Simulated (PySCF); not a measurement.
# Magnetisability: SMILES CO[C@@H]1C[C@@]12C[C@@H]2F, C₆H₉FO

Molfile (atoms numbered from 1):
```
C6H9FO
     RDKit          3D

 17 18  0  0  0  0  0  0  0  0999 V2000
    2.6969    0.2042    0.5434 C   0  0  0  0  0  0  0  0  0  0  0  0
    1.3567    0.2656    0.9774 O   0  0  0  0  0  0  0  0  0  0  0  0
    0.5011   -0.5216    0.2164 C   0  0  2  0  0  0  0  0  0  0  0  0
   -0.0446   -0.0049   -1.1040 C   0  0  0  0  0  0  0  0  0  0  0  0
   -0.9122   -0.1059    0.0956 C   0  0  1  0  0  0  0  0  0  0  0  0
   -2.2555   -0.6312    0.4518 C   0  0  0  0  0  0  0  0  0  0  0  0
   -1.8465    0.7708    0.8248 C   0  0  2  0  0  0  0  0  0  0  0  0
   -2.4363    1.8014    0.1497 F   0  0  0  0  0  0  0  0  0  0  0  0
    2.8000    0.5661   -0.4854 H   0  0  0  0  0  0  0  0  0  0  0  0
    3.2669    0.8430    1.2143 H   0  0  0  0  0  0  0  0  0  0  0  0
    3.0818   -0.8213    0.5987 H   0  0  0  0  0  0  0  0  0  0  0  0
    0.7157   -1.5902    0.2796 H   0  0  0  0  0  0  0  0  0  0  0  0
   -0.1864   -0.7055   -1.9137 H   0  0  0  0  0  0  0  0  0  0  0  0
    0.2506    0.9865   -1.4152 H   0  0  0  0  0  0  0  0  0  0  0  0
   -2.9778   -0.7372   -0.3447 H   0  0  0  0  0  0  0  0  0  0  0  0
   -2.3482   -1.3632    1.2401 H   0  0  0  0  0  0  0  0  0  0  0  0
   -1.6691    1.0555    1.8546 H   0  0  0  0  0  0  0  0  0  0  0  0
  1  2  1  0
  2  3  1  0
  3  4  1  0
  5  4  1  6
  5  6  1  0
  6  7  1  0
  7  8  1  0
  5  3  1  0
  7  5  1  0
  1  9  1  0
  1 10  1  0
  1 11  1  0
  3 12  1  6
  4 13  1  0
  4 14  1  0
  6 15  1  0
  6 16  1  0
  7 17  1  1
M  END
```

Computed, not measured: GIAO OLYP/6-31++G** magnetisability, non-relativistic, IEF-PCM chloroform in PySCF 2.14.0. Geometry: GFN2-xTB.

What are the magnetisability and the molar susceptibility?

Isotropic -1304 × 10⁻³⁰ J/T², or -78.6 × 10⁻⁶ cm³/mol; principal values -1362, -1340, -1211 × 10⁻³⁰ J/T², anisotropy 142 × 10⁻³⁰ J/T² (root of half the summed squared differences of the principal values). The susceptibility is in cgs units.

Split it along the inertial axes a, b, c into diamagnetic and paramagnetic parts about the centre of mass, with the quadrupole moment.


| axis | χ (10⁻⁶ cm³/mol) | diamagnetic (10⁻⁶ cm³/mol) | paramagnetic (10⁻⁶ cm³/mol) | summed x² of all electrons (Å²) | quadrupole Θ (D Å) |
| --- | --- | --- | --- | --- | --- |
| a | -78.3 | -384.1 | 305.8 | 222.8 | +0.14 |
| b | -79.2 | -1112.4 | 1033.2 | 51.1 | -0.41 |
| c | -78.1 | -1162.2 | 1084.1 | 39.4 | +0.27 |

Anisotropies 2χaa − χbb − χcc = +0.7 and 2χbb − χaa − χcc = -2.1 × 10⁻⁶ cm³/mol. Θ is traceless in Buckingham's convention.
